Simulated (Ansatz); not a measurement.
One change: `O[SiH2]C([SiH3])Cl` becomes `FC([SiH3])Cl`.

Ansatz, PBE0-D4/def2-TZVP geometries, multiplicity 1. Each molecule was computed in one conformer, which needn't be the lowest.

```csv
property,`O[SiH2]C([SiH3])Cl`
LUMO energy (PBE0/def2-TZVPP) / eV,-0.44
LUMO energy (B3LYP/def2-TZVPP) / eV,-0.65
HOMO–LUMO gap (PBE/def2-TZVPP) / eV,5.35
HOMO–LUMO gap (ωB97M-V/def2-TZVPP) / eV,11.75
size of the dipole moment (ωB97M-V/def2-TZVPP) / D,0.61
HOMO energy (B3LYP/def2-TZVPP) / eV,-7.86
```

Q: Give the same properties after the change, and the shifts. (Best estimate.)

A: Computed: 
```json
{"property": "LUMO energy (PBE0/def2-TZVPP) / eV", "`FC([SiH3])Cl`": "-0.07", "shift": "0.37"}
{"property": "LUMO energy (B3LYP/def2-TZVPP) / eV", "`FC([SiH3])Cl`": "-0.32", "shift": "0.33"}
{"property": "HOMO–LUMO gap (PBE/def2-TZVPP) / eV", "`FC([SiH3])Cl`": "5.93", "shift": "0.58"}
{"property": "HOMO–LUMO gap (ωB97M-V/def2-TZVPP) / eV", "`FC([SiH3])Cl`": "12.27", "shift": "0.52"}
{"property": "size of the dipole moment (ωB97M-V/def2-TZVPP) / D", "`FC([SiH3])Cl`": "1.77", "shift": "1.16"}
{"property": "HOMO energy (B3LYP/def2-TZVPP) / eV", "`FC([SiH3])Cl`": "-8.12", "shift": "-0.26"}
```

With PBE0 the HOMO falls by 0.26 eV and the LUMO rises by 0.37 eV, so the gap widens by about 0.63 eV. PBE moves the HOMO by -0.17 eV and ωB97M-V by -0.30 eV. Dipoles are sizes alone; their direction can turn.

B3LYP here is the variant with VWN-RPA as its local correlation; programs differ in this.
